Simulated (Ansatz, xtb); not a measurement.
Relative energy of two isomers of C6H5NO

Structure I: `N#CCC1=CCC1=O`, a singlet. Structure II: `N#CC[C@@H]1C=CC1=O`, a singlet. Both are isolated molecules in the gas phase, relaxed with B3LYP/def2-SVP; each stands in its lowest conformer found.

I (Å):

```yaml
atoms:
  - { symbol: C, position_ang: [-2.4234, -0.7249, 1.9116] }
  - { symbol: C, position_ang: [-1.7676, -0.8518, 0.6084] }
  - { symbol: C, position_ang: [-0.4356, -0.1675, 0.5479] }
  - { symbol: C, position_ang: [0.3383, 0.5493, 1.3955] }
  - { symbol: C, position_ang: [1.4782, 0.7978, 0.4116] }
  - { symbol: C, position_ang: [0.5719, -0.0311, -0.5534] }
  - { symbol: N, position_ang: [-2.9211, -0.6104, 2.9511] }
  - { symbol: O, position_ang: [0.6529, -0.3985, -1.6916] }
  - { symbol: H, position_ang: [-1.6488, -1.9230, 0.3667] }
  - { symbol: H, position_ang: [-2.4335, -0.4432, -0.1724] }
  - { symbol: H, position_ang: [0.1956, 0.8500, 2.4357] }
  - { symbol: H, position_ang: [1.6473, 1.8447, 0.1075] }
  - { symbol: H, position_ang: [2.4485, 0.3320, 0.6541] }
```

II (Å):

```xyz
13

C     0.7507   -2.0504   -1.5508
C     0.0161   -0.9247   -0.9686
C     0.8415   -0.1435    0.0656
C     1.0978   -0.7591    1.4390
C     0.4366    0.1803    2.1538
C     0.0468    0.9147    0.9131
N     1.3536   -2.9392   -1.9858
O    -0.6202    1.8671    0.6241
H    -0.9112   -1.3097   -0.5107
H    -0.2891   -0.2411   -1.7782
H     1.7438    0.2764   -0.4128
H     1.6458   -1.6590    1.7281
H     0.2585    0.3389    3.2192
```

Quicker runs give these differences E(II) − E(I): GFN2-xTB +3.43 kcal/mol; HF/STO-3G +3.21 kcal/mol (at GFN2-xTB geometries); r2SCAN-D4/def2-SVP +2.72 kcal/mol (at GFN2-xTB geometries).

Q: Estimate E(II) − E(I) at the level CCSD(T)/def2-SVP + ΔMP2/def2-TZVPP.

A: Calculated at CCSD(T)/def2-SVP + ΔMP2/def2-TZVPP: E(II) − E(I) = +1.87 kcal/mol, so structure I lies lower.

Level by level:

```tsv
level	geometry	E(II) − E(I) (kcal/mol)	departure from the last row (kcal/mol)	job, with rough time for the two
GFN2-xTB	GFN2-xTB	+3.43	+1.56	optimisation, 0.13 s
HF/STO-3G	GFN2-xTB	+3.21	+1.34	single point, 0.46 s
r2SCAN-D4/def2-SVP	GFN2-xTB	+2.72	+0.85	single point, 5.2 s
B3LYP/def2-SVP	B3LYP/def2-SVP	+2.65	+0.78	optimisation, 47 s
HF/def2-SVP	B3LYP/def2-SVP	+2.66	+0.79	part of the CCSD(T) run
MP2/def2-SVP	B3LYP/def2-SVP	+1.71	−0.16	part of the CCSD(T) run
CCSD(T)/def2-SVP	B3LYP/def2-SVP	+1.78	−0.09	single point
CCSD(T)/def2-SVP + ΔMP2/def2-TZVPP	B3LYP/def2-SVP	+1.87		single point, 1.9 min
```

As drawn, both hold the same kinds of bond in the same numbers.

None of the levels shown reverses the order. The largest departure from CCSD(T)/def2-SVP + ΔMP2/def2-TZVPP is that of GFN2-xTB, 1.56 kcal/mol. The last row adds to CCSD(T) the change of the MP2 difference between the two basis sets, here +0.09 kcal/mol.

With thermal terms from frequencies at re-optimised GFN2-xTB minima (ideal gas, soft modes damped towards free rotors, one conformer each, 298.15 K, 1 atm): on the last row, ΔE + ΔZPE = +2.04, ΔH = +1.95, ΔG = +2.09 kcal/mol.

The correlated steps freeze 8 core orbitals. Mirror images aren't counted in ΔG. Programs: Ansatz 0.2.0, xtb 6.7.1; the last row on 2 threads of Arm Neoverse V2 on a shared host.
